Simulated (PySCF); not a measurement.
# Bond curve of PrBr

Set-up: PySCF, spin-free X2C with a Gaussian nucleus, basis sets Pr x2c-SVPall, Br x2c-SVPall. Energies in eV from Pr (4f3 6s2) + Br in their ground configurations at the same level. State: quintet, about 2.8 electrons in the 4f shell (Mulliken), real f orbitals that mix terms.

| R (Å) | PBE | PBE0 | M06-L |
| --- | --- | --- | --- |
| 2.366 | -3.601 | -3.469 | -3.007 |
| 2.476 | -4.166 | -3.990 | -3.542 |
| 2.586 | -4.421 | -4.270 | -3.850 |
| 2.668 | -4.502 | -4.367 | -3.965 |
| 2.751 | -4.515 | -4.392 | -4.005 |
| 2.833 | -4.476 | -4.363 | -3.989 |
| 2.944 | -4.367 | -4.264 | -3.905 |
| 3.081 | -4.170 | -4.076 | -3.732 |
| 3.246 | -3.886 | -3.799 | -3.467 |
| 3.466 | -3.479 | -3.397 | -3.074 |

**Question.** Put a parabola through the three lowest points of the PBE0 curve and estimate Re, k and ωe (reduced mass 50.59 u; 1 eV/Å² = 0.16022 mdyn/Å; ωe = 1302.8·√(k/μ) cm⁻¹).

**Answer.** Through R = 2.668, 2.751, 2.833 Å the second-order coefficient is 3.97 eV/Å², so Re ≈ 2.747 Å, k ≈ 1.27 mdyn/Å and ωe ≈ 207 cm⁻¹. A polynomial fit of higher order to the unrounded PBE0 energies gives Re = 2.744 Å, k = 1.29 mdyn/Å, ωe = 208 cm⁻¹; anharmonicity and rounding make the difference.

The higher-order fit for each curve: PBE0: Re = 2.744 Å, ωe = 208 cm⁻¹, De = 4.39 eV; M06-L: Re = 2.765 Å, ωe = 204 cm⁻¹, De = 4.01 eV. PBE gives no reliable minimum on this grid.

These are scalar-relativistic numbers at best; spin–orbit coupling would shift them, the dissociation energy most. With d or f electrons several states lie close, and the lowest PBE0 determinant need not be the measured ground state.
